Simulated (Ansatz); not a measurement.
Two members of one family ((LiH)n), computed with Ansatz in the gas phase. The two geometries come from different levels. Binding counts from free atoms in the multiplicity of their measured ground term, without zero-point energy. The structures are stationary points that may keep the symmetry of their start.

First: (LiH)3 ring (singlet, charge 0, r2SCAN-D4/def2-TZVP geometry).

Cartesian coordinates in Å:
```
Li -0.075 -1.597 -0.304
H -1.236 -0.641 -1.130
Li -1.048 1.015 -0.721
H 0.082 1.759 0.335
Li 1.123 0.582 1.025
H 1.154 -1.119 0.795
```

| level | HOMO (eV) | LUMO (eV) | gap (eV) | binding per atom (eV) |
| --- | --- | --- | --- | --- |
| PBE-D4/def2-SVP | -5.19 | -0.49 | 4.69 | 1.87 |
| B97M-V/def2-TZVP | -5.71 | -0.64 | 5.07 | 2.05 |
| PBE0-D4/def2-SVP | -6.39 | -0.01 | 6.38 | 1.86 |
| HSE06-D4/def2-TZVP | -6.08 | -0.51 | 5.57 | 1.83 |
| LC-ωPBE/def2-TZVP | -9.30 | 1.30 | 10.60 | 1.85 |

Second: (LiH)4 cube (singlet, charge 0, PBE-D4/def2-TZVP geometry).

| atom | x (Å) | y (Å) | z (Å) |
| --- | --- | --- | --- |
| Li1 | 0.170 | -1.370 | 0.648 |
| H2 | -1.392 | -0.420 | 0.765 |
| Li3 | -1.140 | -0.054 | -1.012 |
| H4 | 0.346 | -1.114 | -1.157 |
| Li5 | 1.292 | 0.390 | -0.711 |
| H6 | 1.229 | 0.058 | 1.089 |
| Li7 | -0.322 | 1.033 | 1.074 |
| H8 | -0.184 | 1.476 | -0.698 |

Problem. Estimate the same table for the second.

Solution. 
| level | HOMO (eV) | LUMO (eV) | gap (eV) | binding per atom (eV) |
| --- | --- | --- | --- | --- |
| PBE-D4/def2-SVP | -5.20 | -0.87 | 4.33 | 1.99 |
| B97M-V/def2-TZVP | -5.71 | -0.62 | 5.09 | 2.14 |
| PBE0-D4/def2-SVP | -6.37 | -0.36 | 6.01 | 1.98 |
| HSE06-D4/def2-TZVP | -6.09 | -0.57 | 5.52 | 1.94 |
| LC-ωPBE/def2-TZVP | -9.25 | 1.05 | 10.30 | 1.95 |
